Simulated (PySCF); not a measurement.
**Working out the ionisation energy of As(2+)**

As(2+) [Ar] 3d10 4s2 4p1 (2P) → As(3+) [Ar] 3d10 4s2 (1S). All numbers are calculated (PySCF 2.14, no relativity, point nucleus, in def2-SVP). Frozen: [Ar] 3d10. Energies in hartree (1 hartree = 27.21139 eV):

| part | As(2+) (lower) | As(3+) (upper) |
| --- | --- | --- |
| UHF | -2232.907406 | -2231.898158 |
| CCSD correlation | -0.050625 | -0.041431 |
| (T) | -0.000480 | 0.000000 |

Task: What does Hartree-Fock give?

Result: (-2231.898158) − (-2232.907406) = 1.009248 hartree = 27.463 eV.

Task: What do CCSD and CCSD(T) give?

Result: The CCSD correlation energies differ by 0.009194 hartree = 0.250 eV and the triples by 0.000480 hartree = 0.013 eV, so CCSD gives 27.713 eV and CCSD(T) 27.726 eV.

Reference: 28.349 ± 0.012 eV (measured; NIST Atomic Spectra Database, ionization energies), between the lowest levels; spin-orbit coupling is absent from the calculation.

The calculation is non-relativistic.

A double-zeta basis recovers only part of the correlation energy.

What remains against the reference includes basis incompleteness, the frozen core and higher excitations.
